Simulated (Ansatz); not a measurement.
```xyz
6

O    -0.817    0.138    1.024
Si   -0.027   -0.150   -0.367
F     0.868   -1.466   -0.304
S     1.341    1.426   -0.754
H    -0.305    0.408    1.790
H    -1.061   -0.356   -1.390
```

Total charge 0; spin multiplicity 2.

**Question.** List the CAM-B3LYP/def2-TZVPP orbital energies in eV (Ansatz). (Best estimate.)

**Answer.** The calculation gave: α occupied: -2420.68, -1802.98, -673.79, -523.31, -218.67, -163.47, -163.12, -163.00, -147.32, -102.69, -102.67, -102.61, -34.96, -30.43, -22.29, -18.11, -16.27, -14.78, -14.57, -13.59, -12.71, -12.12, -10.94, -10.59, -9.53. α empty: 1.43, 2.00, 2.10, 3.19, 3.91, 5.05, 5.41, 5.91. β occupied: -2420.53, -1802.98, -673.78, -523.29, -218.52, -163.02, -162.98, -162.90, -147.32, -102.70, -102.67, -102.61, -34.93, -30.39, -21.13, -18.02, -16.22, -14.77, -14.46, -13.42, -12.68, -11.97, -10.68, -9.19. β empty: -3.78, 1.46, 2.16, 2.32, 3.28, 3.94, 5.10, 5.58. ⟨S²⟩ = 0.754.
